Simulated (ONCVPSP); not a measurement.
neon: ONCV pseudisation with LDA (Perdew-Wang 92), scalar-relativistic reference atom.

neon, optimised norm-conserving Vanderbilt (ONCV), made with ONCVPSP 4.0.1 (LDA (Perdew-Wang 92), scalar-relativistic). Core [He], reference 2s2 2p5 (charge +1). Waves: 2s: rc 0.60 bohr, ncon 5, nbas 8, qcut 12.7 1/bohr, 2 projectors, debl 1.5 Ha; 2p: rc 1.45 bohr, ncon 3, nbas 6, qcut 8.9 1/bohr, 2 projectors, debl 0.8 Ha. Local part: polynomial inside 0.45 bohr (lpopt 3, dvloc0 6 Ha). Core correction: none.

In the s channel the program set the typed energies aside and used -2.032, 0.250 Ha. In the p channel the program set the typed energies aside and used -1.192, 0.250 Ha.

All-electron outer shells of the reference configuration (LDA (PZ), scalar-relativistic, ld1.x):

| shell | level (eV) | outermost node (bohr) | outermost maximum (bohr) |
| --- | --- | --- | --- |
| 1s | -848.38 | – | 0.10 |
| 2s | -55.29 | 0.22 | 0.68 |
| 2p | -32.43 | – | 0.60 |

Results:

```
Cutoffs needed           : 72 Ha and 155 Ha (the cutoffs (Ha) at which the residual kinetic energy of the hardest occupied pseudo-wave falls to 1 and 0.1 mHa per electron)
Ghost test               : no bound ghost flagged; no localised positive-energy state flagged
Largest excitation error : +1407 meV (all-electron minus pseudo) for 2s2 2p3, out of 4 test configurations
```

Generation and tests took about 1.9 s on one core of a shared server CPU.
